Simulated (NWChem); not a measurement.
# H$_{3}$O$_{2}$ (+1) in NWChem

SMILES: O[OH2+]
```xyz
5

O     -0.6509     0.4324     0.0000
O      0.5529    -0.3693     0.0000
H     -1.3383    -0.2763     0.0000
H      1.0613    -0.1146     0.8131
H      1.0613    -0.1146    -0.8131
```
Charge +1, spin multiplicity 1.

Program: NWChem. All single points use one geometry, from B3LYP/def2-SVP, a minimum by its harmonic frequencies. It is one conformer; others weren't searched.

Symmetry labels belong to the abelian group Cs used in the runs, with the axes of the coordinates shown.

The structure started from a generated list of species.

Q: List the lowest 6 singlet excitations that TD-PBE/aug-cc-pVDZ gives, with oscillator strengths.

A: 
```json
[
 {"state": "1", "symmetry": "a\"", "energy (eV)": "5.64", "wavelength (nm)": "220", "f": "0.001"},
 {"state": "2", "symmetry": "a'", "energy (eV)": "7.50", "wavelength (nm)": "165", "f": "0.020"},
 {"state": "3", "symmetry": "a\"", "energy (eV)": "7.83", "wavelength (nm)": "158", "f": "0.001"},
 {"state": "4", "symmetry": "a'", "energy (eV)": "9.51", "wavelength (nm)": "130", "f": "0.001"},
 {"state": "5", "symmetry": "a'", "energy (eV)": "9.63", "wavelength (nm)": "129", "f": "0.020"},
 {"state": "6", "symmetry": "a\"", "energy (eV)": "10.00", "wavelength (nm)": "124", "f": "0.021"}
]
```
